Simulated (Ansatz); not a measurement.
Geometry optimisation, Ansatz 0.2.0, RKS PBE0/6-31G*.

input.yaml

```yaml
crystal:
  periodic: [false, false, false]
  atoms:
    - { symbol: B, position_ang: [0.0, 0.0, 0.0] }
    - { symbol: H, position_ang: [0.0, 0.0, 1.54] }
    - { symbol: F, position_ang: [1.1431, 0.0, -0.66] }
    - { symbol: H, position_ang: [-1.0305, 0.0, -0.595] }
    - { symbol: "N", position_ang: [0.0829, 1.7537, 0.5833] }
    - { symbol: H, position_ang: [0.4765, 1.9752, 1.5423] }
    - { symbol: Si, position_ang: [-0.5112, 3.0986, -0.4893] }
    - { symbol: H, position_ang: [-0.8669, 2.5573, -1.7978] }
    - { symbol: H, position_ang: [-1.6857, 3.721, 0.1147] }
    - { symbol: H, position_ang: [0.5416, 4.0978, -0.6466] }
    - { symbol: H, position_ang: [0.0424, 0.8968, 1.5631] }
basis:
  gaussian: { orbitals: "6-31G*" }
hamiltonian:
  xc: pbe0
relax:
  f_tol: 0.15
  max_steps: 25
  restrain:
    - { distance: [0, 4], at: 1.55, k: 30.0 }
    - { distance: [10, 1], at: 0.66, k: 30.0 }
    - { distance: [0, 1], at: 2.39, k: 30.0 }
    - { distance: [10, 4], at: 2.26, k: 30.0 }
output:
  orbitals: {}
```

Launched with:

```bash
$ ansatz run input.yaml --threads 1 --pin off --max-ram 2048MiB --backend cpu --events-out ev --progress --plain --runs-dir out
```

Question: Where does it end, and by what steps?

Answer: The forces met the threshold. The restraints hold the end off the free minimum; the threshold counts their pulls, which the force column leaves out. Restrained pairs: B1–N5 (1.85 → 1.48 Å), H2–H11 (0.90 → 0.71 Å), B1–H2 (1.54 → 2.40 Å), N5–H11 (1.30 → 2.27 Å). After 17 steps the energy has fallen by 4.810 eV (the restraints' own energy left out); H6 moved furthest, 1.14 Å.

| step | energy less start (eV) | largest force component (eV/Å) | accepted |
| --- | --- | --- | --- |
| 0 | 0.0000 | 4.861 | yes |
| 1 | -1.1471 | 6.546 | yes |
| 2 | -2.4139 | 5.626 | yes |
| 3 | -3.6506 | 3.188 | yes |
| 4 | -4.0276 | 2.916 | yes |
| 5 | -4.3650 | 2.246 | yes |
| 6 | -4.5260 | 1.806 | yes |
| 7 | -4.6159 | 1.579 | yes |
| 8 | -4.7228 | 1.946 | yes |
| 9 | -4.7595 | 1.965 | yes |
| 10 | -4.7337 | 2.203 | no |
| 11 | -4.7892 | 2.073 | yes |
| 12 | -4.7966 | 2.164 | yes |
| 13 | -4.8219 | 2.125 | no |
| 14 | -4.8053 | 2.152 | yes |
| 15 | -4.8133 | 2.171 | yes |
| 16 | -4.8224 | 2.138 | no |
| 17 | -4.8102 | 2.151 | yes |

```xyz
11
Properties=species:S:1:pos:R:3
B 0.341 0.422 -0.255
H -0.641 -0.104 1.872
F 1.303 -0.417 0.118
H -0.566 0.028 -0.926
N 0.442 1.846 0.125
H 1.243 2.083 0.699
Si -0.605 3.133 -0.419
H -1.416 2.610 -1.548
H -1.521 3.617 0.654
H 0.209 4.296 -0.872
H -0.596 0.586 1.707
```

Run time: 71 s on 1 thread of Arm Neoverse V1 (shared host), peak memory 0.15 GiB.
